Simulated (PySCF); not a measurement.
PySCF run on NaAs

The script input.py:

```python
from pyscf import gto, scf

mol = gto.M(
    atom='Na 0 0 0; As 0 0 2.75',
    basis='def2-svpd',
    charge=0,
    spin=2,
    verbose=4,
)
mf = scf.UHF(mol)
mf.kernel()
mf.dip_moment()
print('orbital energies (hartree):', [e[max(0, n-3):n+3].round(4) for e, n in zip(mf.mo_energy, mol.nelec)])
```

```bash
$ OMP_NUM_THREADS=1 python input.py
```

It prints (some set-up lines and the per-cycle HOMO/LUMO lines with their warnings removed):

```
PySCF version 2.14.0

[INPUT] Symbol           X                Y                Z      unit          X                Y                Z       unit  Magmom
[INPUT]  1 Na     0.000000000000   0.000000000000   0.000000000000 AA    0.000000000000   0.000000000000   0.000000000000 Bohr   0.0
[INPUT]  2 As     0.000000000000   0.000000000000   2.750000000000 AA    0.000000000000   0.000000000000   5.196746842554 Bohr   0.0

nuclear repulsion = 69.85139184144
number of shells = 22
number of NR pGTOs = 116
number of NR cGTOs = 56
basis = def2-svpd
ecp = {}

******** <class 'pyscf.scf.uhf.UHF'> ********
method = UHF
initial guess = minao
damping factor = 0
level_shift factor = 0
DIIS = <class 'pyscf.scf.diis.CDIIS'>
SCF conv_tol = 1e-09
SCF max_cycles = 50
number electrons alpha = 23  beta = 21
init E= -2394.66861701973

cycle= 1 E= -2395.7100655066  delta_E= -1.04  |g|= 0.0858  |ddm|= 1.06
cycle= 2 E= -2395.71839003174  delta_E= -0.00832  |g|= 0.028  |ddm|= 0.275
cycle= 3 E= -2395.71945405195  delta_E= -0.00106  |g|= 0.0128  |ddm|= 0.0821
cycle= 4 E= -2395.71965833354  delta_E= -0.000204  |g|= 0.00513  |ddm|= 0.0363
cycle= 5 E= -2395.71975533214  delta_E= -9.7e-05  |g|= 0.00366  |ddm|= 0.0218
cycle= 6 E= -2395.71987505554  delta_E= -0.00012  |g|= 0.00275  |ddm|= 0.0305
cycle= 7 E= -2395.72002553019  delta_E= -0.00015  |g|= 0.00147  |ddm|= 0.0559
cycle= 8 E= -2395.72008184696  delta_E= -5.63e-05  |g|= 0.000351  |ddm|= 0.0506
cycle= 9 E= -2395.72008399887  delta_E= -2.15e-06  |g|= 8.87e-05  |ddm|= 0.00943
cycle= 10 E= -2395.72008408278  delta_E= -8.39e-08  |g|= 2.58e-05  |ddm|= 0.00173
cycle= 11 E= -2395.72008408564  delta_E= -2.85e-09  |g|= 8.66e-06  |ddm|= 0.000211
cycle= 12 E= -2395.72008408583  delta_E= -1.92e-10  |g|= 3.72e-06  |ddm|= 6.6e-05
Extra cycle  E= -2395.72008408586  delta_E= -3.23e-11  |g|= 2.2e-06  |ddm|= 2.24e-05
converged SCF energy = -2395.72008408586  <S^2> = 2.0734061  2S+1 = 3.0485446
Dipole moment(X, Y, Z, Debye): -0.00000, -0.00000, -7.67699
orbital energies (hartree): [array([-0.2959, -0.2959, -0.2691, -0.0046,  0.0369,  0.0369]), array([-1.5335, -0.5331, -0.2065, -0.006 ,  0.0241,  0.0241])]
```

In short: E(SCF) = -2395.720084 Eh, 12 cycles, ⟨S²⟩ = 2.073, μz(SCF) = -7.68 D.

Run time: 0.81 s on 1 thread of Arm Neoverse V2 (shared host).

The bond length is a typed value, not an optimised one. No search for the lowest solution was made.
